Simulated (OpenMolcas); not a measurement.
GeSiH5Cl (SMILES Cl[SiH2][GeH3]): the vertical ionisation energy, rung by rung

GeSiH5Cl: 8 atoms, total charge 0, spin state singlet. As SMILES, `Cl[SiH2][GeH3]`. The coordinates come from a PBE0-D4/def2-TZVP relaxation.

Quantity: the vertical ionisation energy (to the doublet cation), in eV. The values are calculated.

```
                                  level                   kind     program  value (eV)  less CCSD(T)/cc-pVDZ  CPU time (all runs)
                             HF/cc-pVDZ           Hartree–Fock  OpenMolcas        9.88                 -0.26                 28 s
                          SVWN5/cc-pVDZ                    LDA  OpenMolcas        9.89                 -0.25                 94 s
                         revPBE/cc-pVDZ                    GGA  OpenMolcas        9.76                 -0.38              2.2 min
                          M06-L/cc-pVDZ               meta-GGA  OpenMolcas        9.99                 -0.15                3 min
                           TPSS/cc-pVDZ               meta-GGA  OpenMolcas        9.91                 -0.23              3.2 min
                         M06-2X/cc-pVDZ        hybrid meta-GGA  OpenMolcas       10.26                 +0.12              2.8 min
                           PBE0/cc-pVDZ          global hybrid  OpenMolcas       10.12                 -0.02              1.9 min
CCSD(T)/cc-pVDZ, open shells restricted  coupled cluster or CI  OpenMolcas       10.14                  0.00              2.7 min
```

CCSD(T)/cc-pVDZ, open shells restricted is the highest level here, not the true value. All-electron rows without a relativistic Hamiltonian named are non-relativistic. The values span 9.76 to 10.26 eV. In the correlated wave-function rows the outer d shell of Ge is correlated, in sets not made for it. CPU times are rough (shared hosts, several kinds of processor): they show what a rung costs within a factor of a few.
